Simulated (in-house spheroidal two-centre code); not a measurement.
Computed with a spheroidal two-centre code. Model: one electron and two fixed point charges, non-relativistic, separated in prolate spheroidal coordinates (energies exact to about nine digits).

With r1 and r2 the distances to the charges and R their separation, ξ = (r1 + r2)/R and η = (r1 − r2)/R; m is the angular momentum about the axis. The force apart is −d(total energy)/dR, and minima and barriers are those of the total energy. The separation constant A is the eigenvalue of −d/dη(1−η²)d/dη + m²/(1−η²) − p²η² − R(Z2−Z1)η, with p² = −E R²/2 and E the electronic energy.

Command:
```bash
python run_two.py task.json out
```
Settings:
```
Z1                     1
Z2                     1
xi_nodes               1
eta_nodes              1
m                      1
```

Run time, properties included: 1.1 s on 1 thread of Intel(R) Xeon(R) Processor @ 2.30GHz, with other jobs on the host.

**Energy curve, total energy includes the repulsion of the charges.**

Given: first charge 1; second charge 1; united atom label 4d pi g; nodes in ξ 1; nodes in η 1.

Computed: united atom energy -0.125 hartree.

```json
{"distance (bohr)": "0.4", "electronic energy (hartree)": "-0.125094061", "total energy (hartree)": "2.37490594", "kinetic energy (hartree)": "0.12528", "force apart (hartree/bohr)": "6.2505"}
{"distance (bohr)": "0.536", "electronic energy (hartree)": "-0.125167221", "total energy (hartree)": "1.74050442", "kinetic energy (hartree)": "0.12549", "force apart (hartree/bohr)": "3.4813"}
{"distance (bohr)": "0.718", "electronic energy (hartree)": "-0.125294695", "total energy (hartree)": "1.26746296", "kinetic energy (hartree)": "0.12586", "force apart (hartree/bohr)": "1.9406"}
{"distance (bohr)": "0.962", "electronic energy (hartree)": "-0.125511926", "total energy (hartree)": "0.913989114", "kinetic energy (hartree)": "0.12646", "force apart (hartree/bohr)": "1.0815"}
{"distance (bohr)": "1.29", "electronic energy (hartree)": "-0.125866607", "total energy (hartree)": "0.649327192", "kinetic energy (hartree)": "0.12736", "force apart (hartree/bohr)": "0.60208"}
{"distance (bohr)": "1.73", "electronic energy (hartree)": "-0.126394442", "total energy (hartree)": "0.45164024", "kinetic energy (hartree)": "0.12848", "force apart (hartree/bohr)": "0.33533"}
{"distance (bohr)": "2.32", "electronic energy (hartree)": "-0.127041673", "total energy (hartree)": "0.303992809", "kinetic energy (hartree)": "0.12921", "force apart (hartree/bohr)": "0.18673"}
{"distance (bohr)": "3.1", "electronic energy (hartree)": "-0.127504561", "total energy (hartree)": "0.195076084", "kinetic energy (hartree)": "0.12815", "force apart (hartree/bohr)": "0.10427"}
{"distance (bohr)": "4.16", "electronic energy (hartree)": "-0.127136023", "total energy (hartree)": "0.113248592", "kinetic energy (hartree)": "0.12348", "force apart (hartree/bohr)": "0.056907"}
{"distance (bohr)": "5.57", "electronic energy (hartree)": "-0.125128048", "total energy (hartree)": "0.0544051653", "kinetic energy (hartree)": "0.11473", "force apart (hartree/bohr)": "0.030365"}
{"distance (bohr)": "7.46", "electronic energy (hartree)": "-0.120987528", "total energy (hartree)": "0.013060729", "kinetic energy (hartree)": "0.10309", "force apart (hartree/bohr)": "0.01557"}
{"distance (bohr)": "10", "electronic energy (hartree)": "-0.114758877", "total energy (hartree)": "-0.0147588771", "kinetic energy (hartree)": "0.090452", "force apart (hartree/bohr)": "0.0075694"}
{"distance (bohr)": "12.5", "electronic energy (hartree)": "-0.108931552", "total energy (hartree)": "-0.0289315518", "kinetic energy (hartree)": "0.081266", "force apart (hartree/bohr)": "0.0041868"}
{"distance (bohr)": "15", "electronic energy (hartree)": "-0.103731866", "total energy (hartree)": "-0.0370651996", "kinetic energy (hartree)": "0.074555", "force apart (hartree/bohr)": "0.0024993"}
{"distance (bohr)": "17.5", "electronic energy (hartree)": "-0.0991971331", "total energy (hartree)": "-0.042054276", "kinetic energy (hartree)": "0.069686", "force apart (hartree/bohr)": "0.001579"}
{"distance (bohr)": "20", "electronic energy (hartree)": "-0.0952772089", "total energy (hartree)": "-0.0452772089", "kinetic energy (hartree)": "0.066185", "force apart (hartree/bohr)": "0.0010454"}
{"distance (bohr)": "22.5", "electronic energy (hartree)": "-0.0918981845", "total energy (hartree)": "-0.04745374", "kinetic energy (hartree)": "0.06369", "force apart (hartree/bohr)": "0.00072161"}
{"distance (bohr)": "25", "electronic energy (hartree)": "-0.0889839652", "total energy (hartree)": "-0.0489839652", "kinetic energy (hartree)": "0.061924", "force apart (hartree/bohr)": "0.0005176"}
{"distance (bohr)": "27.5", "electronic energy (hartree)": "-0.0864638831", "total energy (hartree)": "-0.0501002467", "kinetic energy (hartree)": "0.060673", "force apart (hartree/bohr)": "0.00038447"}
{"distance (bohr)": "30", "electronic energy (hartree)": "-0.0842753685", "total energy (hartree)": "-0.0509420352", "kinetic energy (hartree)": "0.059779", "force apart (hartree/bohr)": "0.00029456"}
{"distance (bohr)": "32.5", "electronic energy (hartree)": "-0.0823646432", "total energy (hartree)": "-0.0515954124", "kinetic energy (hartree)": "0.059126", "force apart (hartree/bohr)": "0.00023171"}
{"distance (bohr)": "35", "electronic energy (hartree)": "?", "total energy (hartree)": "?", "kinetic energy (hartree)": "?", "force apart (hartree/bohr)": "?"}
{"distance (bohr)": "37.5", "electronic energy (hartree)": "-0.0792032862", "total energy (hartree)": "-0.0525366195", "kinetic energy (hartree)": "0.058257", "force apart (hartree/bohr)": "0.00015254"}
{"distance (bohr)": "40", "electronic energy (hartree)": "-0.0778843338", "total energy (hartree)": "-0.0528843338", "kinetic energy (hartree)": "0.057954", "force apart (hartree/bohr)": "0.00012674"}
{"distance (bohr)": "42.5", "electronic energy (hartree)": "-0.0767044112", "total energy (hartree)": "-0.0531749995", "kinetic energy (hartree)": "0.057705", "force apart (hartree/bohr)": "0.00010659"}
{"distance (bohr)": "45", "electronic energy (hartree)": "-0.0756429372", "total energy (hartree)": "-0.053420715", "kinetic energy (hartree)": "0.057496", "force apart (hartree/bohr)": "9.0571e-05"}
{"distance (bohr)": "47.5", "electronic energy (hartree)": "-0.0746830487", "total energy (hartree)": "-0.0536304171", "kinetic energy (hartree)": "0.057318", "force apart (hartree/bohr)": "7.7637e-05"}
{"distance (bohr)": "50", "electronic energy (hartree)": "-0.0738108634", "total energy (hartree)": "-0.0538108634", "kinetic energy (hartree)": "0.057164", "force apart (hartree/bohr)": "6.7064e-05"}
{"distance (bohr)": "52.5", "electronic energy (hartree)": "-0.0730148842", "total energy (hartree)": "-0.0539672652", "kinetic energy (hartree)": "0.057029", "force apart (hartree/bohr)": "5.8328e-05"}
{"distance (bohr)": "55", "electronic energy (hartree)": "-0.0722855257", "total energy (hartree)": "-0.0541037075", "kinetic energy (hartree)": "0.056911", "force apart (hartree/bohr)": "5.1041e-05"}
{"distance (bohr)": "57.5", "electronic energy (hartree)": "-0.0716147413", "total energy (hartree)": "-0.054223437", "kinetic energy (hartree)": "0.056806", "force apart (hartree/bohr)": "4.4915e-05"}
{"distance (bohr)": "60", "electronic energy (hartree)": "?", "total energy (hartree)": "?", "kinetic energy (hartree)": "?", "force apart (hartree/bohr)": "?"}
{"distance (bohr)": "70.6", "electronic energy (hartree)": "-0.0688270069", "total energy (hartree)": "-0.0546627009", "kinetic energy (hartree)": "0.056412", "force apart (hartree/bohr)": "2.4776e-05"}
{"distance (bohr)": "83", "electronic energy (hartree)": "-0.0669541162", "total energy (hartree)": "-0.0549059234", "kinetic energy (hartree)": "0.056186", "force apart (hartree/bohr)": "1.5428e-05"}
{"distance (bohr)": "97.7", "electronic energy (hartree)": "-0.0653202793", "total energy (hartree)": "-0.0550848648", "kinetic energy (hartree)": "0.056017", "force apart (hartree/bohr)": "9.5409e-06"}
{"distance (bohr)": "115", "electronic energy (hartree)": "-0.0639105926", "total energy (hartree)": "-0.0552149405", "kinetic energy (hartree)": "0.055892", "force apart (hartree/bohr)": "5.8859e-06"}
{"distance (bohr)": "135", "electronic energy (hartree)": "-0.0627153911", "total energy (hartree)": "-0.0553079837", "kinetic energy (hartree)": "0.055801", "force apart (hartree/bohr)": "3.6533e-06"}
{"distance (bohr)": "159", "electronic energy (hartree)": "-0.0616662157", "total energy (hartree)": "-0.0553769075", "kinetic energy (hartree)": "0.055733", "force apart (hartree/bohr)": "2.2423e-06"}
{"distance (bohr)": "187", "electronic energy (hartree)": "-0.0607739326", "total energy (hartree)": "-0.055426339", "kinetic energy (hartree)": "0.055685", "force apart (hartree/bohr)": "1.3807e-06"}
{"distance (bohr)": "220", "electronic energy (hartree)": "-0.0600076371", "total energy (hartree)": "-0.0554621826", "kinetic energy (hartree)": "0.055649", "force apart (hartree/bohr)": "8.4878e-07"}
```

Q: What belongs in the row 35?

A: electronic energy (hartree): -0.0806864537; total energy (hartree): -0.0521150252; kinetic energy (hartree): 0.058636; force apart (hartree/bohr): 0.00018632.

Q: What belongs in the row 60?

A: electronic energy (hartree): -0.0709957302; total energy (hartree): -0.0543290635; kinetic energy (hartree): 0.056713; force apart (hartree/bohr): 3.9727e-05.

**Where the electron sits, z along the axis from the midpoint, the separation constant A tends to l(l+1) at zero distance; at short distance the term in R(Z2−Z1)η can raise or lower it, and at long distance it falls (p² = -ER²/2).**

```csv
distance (bohr),mean z squared (bohr²),mean squared distance from axis (bohr²),separation constant
0.4,53.928,71.863,5.9957
0.718,53.778,71.573,5.9862
1.29,53.383,70.757,5.9551
2.32,52.859,69.121,5.853
4.16,54.87,68.749,5.5238
7.46,67.922,75.424,4.5127
12.5,103.27,89.496,2.0656
17.5,?,?,?
22.5,223.97,107.66,-6.0718
27.5,?,?,?
32.5,410.3,112.04,-19.301
37.5,524.18,112.2,-28.006
42.5,650.43,112.04,-38.13
47.5,788.74,111.79,-49.668
52.5,939.09,111.54,-62.618
57.5,1101.5,111.31,-76.973
70.6,1584.9,110.81,-121.23
97.7,2853.4,110.12,-243.19
135,5195.9,109.57,-477.91
187,9619.4,109.15,-934.24
```

Q: What belongs in the row 17.5?

A: mean z squared (bohr²): 154.97; mean squared distance from axis (bohr²): 100.77; separation constant: -1.4235.

Q: What belongs in the row 27.5?

A: mean z squared (bohr²): 309.68; mean squared distance from axis (bohr²): 110.92; separation constant: -12.002.
